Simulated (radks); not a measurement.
Q: These are the eigenvalues of the occupied orbitals of an atom or ion with whole-number occupations (hartree). Calculated with a radial shooting solver on a logarithmic mesh with Libxc functionals: Dirac Kohn-Sham, PBE, spin-unpolarised, spherical densities, finite nucleus; Fermi nuclear charge, rms radius of each element as measured or else 0.836 A^(1/3) + 0.57 fm.

1s1/2: -293.8487
2s1/2: -47.46335
2p1/2: -43.18229
2p3/2: -42.62819
3s1/2: -15.73842
3p1/2: -14.39215

Which element is it, and in what charge state? The configuration may be excited. Open shells, if any, fill j = l - 1/2 first.

A: Z = 27, cobalt, charge +13: Co13+ in [Ne] 3s2 3p2. The list shows which subshells hold electrons but not how many an open one holds; the 1s level, -293.85 hartree, gives Z - s = 24.2 by -(Z - s)^2/2, which with screening and relativity narrows Z to a few neighbours, and the depths of the outer levels then fix element, charge and occupations together.
